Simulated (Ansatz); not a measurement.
Relaxation of AlBrF2H2 (6 atoms, charge 0, multiplicity 1), to a largest force component of 0.03 eV/Å in at most 50 steps.

Theory: RKS r2SCANh/def2-SVP (Ansatz).

```xyz
6
Properties=species:S:1:pos:R:3:forces:R:3
Al -0.237 -0.826 0.229 1.61 0.23 -0.30
Br 2.086 -0.775 -0.144 -1.52 -0.21 0.28
F -1.272 -1.209 -0.990 0.01 -0.01 -0.05
F -0.841 -0.568 1.736 0.02 0.01 0.05
H 0.408 1.470 -0.408 1.86 -1.37 0.03
H -0.144 1.908 -0.423 -1.98 1.35 0.00
```

**Question.** Where does it end, and by what steps?

**Answer.** The run converged. The force dipped under the threshold on the way, but the program's further checks kept it going. After 23 steps the energy has fallen by 0.346 eV; H6 moved furthest, 0.64 Å.

| step | energy less start (eV) | largest force component (eV/Å) | accepted |
| --- | --- | --- | --- |
| 0 | 0.0000 | 1.979 | yes |
| 1 | -0.1802 | 1.601 | yes |
| 2 | -0.2114 | 0.772 | yes |
| 3 | -0.2736 | 0.550 | yes |
| 4 | -0.3042 | 0.765 | yes |
| 5 | -0.3181 | 0.564 | yes |
| 6 | -0.3265 | 0.523 | yes |
| 7 | -0.3322 | 0.116 | yes |
| 8 | -0.3335 | 0.007 | yes |
| 9 | -0.3336 | 0.070 | yes |
| 10 | -0.3330 | 0.284 | no |
| 11 | -0.3338 | 0.064 | yes |
| 12 | -0.3297 | 0.571 | no |
| 13 | -0.3349 | 0.067 | yes |
| 14 | -0.3354 | 0.234 | yes |
| 15 | -0.3396 | 0.077 | yes |
| 16 | -0.3442 | 0.029 | yes |
| 17 | -0.2333 | 2.219 | no |
| 18 | -0.3386 | 0.531 | no |
| 19 | -0.3451 | 0.089 | yes |
| 20 | -0.3457 | 0.110 | yes |
| 21 | -0.3327 | 0.863 | no |
| 22 | -0.3457 | 0.107 | yes |
| 23 | -0.3463 | 0.004 | yes |

```xyz
6
Properties=species:S:1:pos:R:3
Al -0.081 -0.611 0.130
Br 2.090 -1.065 -0.034
F -1.087 -0.984 -1.123
F -0.745 -0.221 1.594
H 0.045 1.379 -0.637
H -0.221 1.502 0.069
```

Time of the run: 24 s on 2 threads of AMD EPYC 9R45 96-Core Processor (Zen 5) (shared host), peak memory 0.22 GiB.
